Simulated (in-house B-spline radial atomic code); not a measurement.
## Ionising Zr VII (Zr6+) with different functionals

Computed with an all-electron radial atomic-structure program (B-spline basis): non-relativistic Hamiltonian, point nucleus, spin-polarised at highest spin, spherical fractional occupations for the functionals, and exact exchange of hybrids averaged over the configuration. The ionisation energy is the difference of two self-consistent energies, [Ar] 3d10 4s2 4p4 → [Ar] 3d10 4s2 4p3, without Breit or QED terms; ε is the level of the shell that loses the electron (its least bound occupied spin orbital). There is no spin-orbit coupling in this Hamiltonian.

```tsv
method	rung	ΔSCF (eV)	-ε(4p) (eV)
PBE0	global hybrid	?	?
B3LYP	global hybrid	?	?
TPSSh	global hybrid	112.28	105.18
M06-2X	global hybrid	111.78	108.85
BHandHLYP	global hybrid	112.41	108.48
r2SCAN0	global hybrid	112.14	106.46
B97-1	global hybrid	112.40	106.05
HSE06	range-separated hybrid	112.49	106.03
wB97X	range-separated hybrid	112.59	109.07
CAM-B3LYP	range-separated hybrid	112.67	108.12
LC-wPBE	range-separated hybrid	112.65	109.64
```

Problem. What does PBE0 give?

Solution. ΔSCF 112.38 eV, and -ε(4p) = 106.44 eV.

Problem. What does B3LYP give?

Solution. ΔSCF 112.66 eV, and -ε(4p) = 106.15 eV.

Problem. Among the functionals, which spreads more, the ΔSCF values or the orbital energies?

Solution. The orbital energies: ΔSCF values span about 0.89 eV and the orbital energies 4.46 eV; here energy differences depend much less on the functional than eigenvalues do.

Problem. How do they compare with the NIST value?

Solution. NIST lists 112 eV ± 2 (tabulated theory, ground level to ground level). Errors run from -0.22 to +0.67 eV; all lie within about twice that uncertainty, so the table can't rank the methods.
